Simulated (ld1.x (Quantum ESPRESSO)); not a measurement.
# What the settings do to the TM potential of Hf (Z = 72)

Base potential:

| Item | Value |
| --- | --- |
| Element | Hf (Z = 72) |
| Generator | ld1.x (Quantum ESPRESSO) 7.5 |
| Type | norm-conserving Troullier–Martins (Kleinman–Bylander form) |
| Functional | LDA (PZ) |
| Relativity | scalar-relativistic |
| Frozen core | [Xe] 4f14 |
| Valence charge | 4 |
| Reference configuration | 5d2 6s1 6p1 |
| Partial waves | 6s (bound): rc 2.95 bohr; 6p (bound): rc 2.95 bohr; 5d (bound): rc 1.95 bohr |
| Local potential | the d channel |
| Core correction | none |

All-electron outer shells of the reference configuration (LDA (PZ), scalar-relativistic, ld1.x):

| shell | level (eV) | outermost node (bohr) | outermost maximum (bohr) |
| --- | --- | --- | --- |
| 5p | -37.19 | 0.60 | 1.16 |
| 4f | -18.52 | – | 0.45 |
| 6s | -6.20 | 1.36 | 2.82 |
| 5d | -4.09 | 0.67 | 1.69 |
| 6p | -2.16 | 1.65 | 3.95 |

Cutoffs, loose and tight: the cutoffs (Ry, on a coarse ladder) from which the occupation-weighted sum of valence levels, in a spherical-Bessel basis at the reference potential, stays within 10 and 1 mRy of its value at 400 Ry. They do not see the model core or the augmentation charge, which bear on the density cutoff. Test errors are all-electron minus pseudo excitation energies from the reference, over the configurations 5d2 6s2 6p0; 5d2 6s1 6p0; 5d2 6s0 6p0; 5d2 6s0 6p2; 5d1 6s0 6p0; 5d2 6s0 6p1; 5d2.5 6s1.5 6p0 (two spin-polarised tests are not counted in the largest error). A dash means not determined; rows that change the core or the reference have their own tests. The largest error is taken over the tests solved by every variant that gives reliable tests at all: 5d1 6s0 6p0; 5d2 6s0 6p0; 5d2 6s1 6p0; 5d2 6s2 6p0; 5d2.5 6s1.5 6p0.

A true bound ghost makes a file unfit for plane-wave use even where its test errors are small: the radial tests pick states by their node count and pass the ghost by. Where a test does run into it, the solver fails or the error is huge.

```csv
change,outcome,"cutoff, loose","cutoff, tight",bound ghosts,largest test error (meV)
base,generated,21 Ry,30 Ry,"s, p",+281
wave 5d (bound): rc 1.95 bohr becomes 5d (bound): rc 1.62 bohr,generated,21 Ry,30 Ry,"s, p",+282
wave 5d (bound): rc 1.95 bohr becomes 5d (bound): rc 2.02 bohr,generated,21 Ry,30 Ry,"s, p",+281
wave 5d (bound): rc 1.95 bohr becomes 5d (bound): rc 2.30 bohr,generated,21 Ry,30 Ry,"s, p",+281
wave 5d (bound): rc 1.95 bohr becomes 5d (bound): rc 2.58 bohr,generated,21 Ry,30 Ry,"s, p",+281
wave 5d (bound): rc 1.95 bohr becomes 5d (bound): rc 2.92 bohr,generated,18 Ry,25 Ry,s,+282
```

Problem. What comes out with this change to the base: wave 5d (bound): rc 1.95 bohr becomes 5d (bound): rc 1.24 bohr?

Solution. outcome: generated; cutoff, loose: 70 Ry; cutoff, tight: 100 Ry; bound ghosts: s, p; largest test error (meV): +283.

Reading the sweep of the d radius (base included, trends over the rows without a ghost): Bound ghosts are found at 1.24, 1.62, 1.95, 2.02, 2.3, 2.58, 2.92 bohr. Every judged row has one, so this setting neither creates nor removes them.
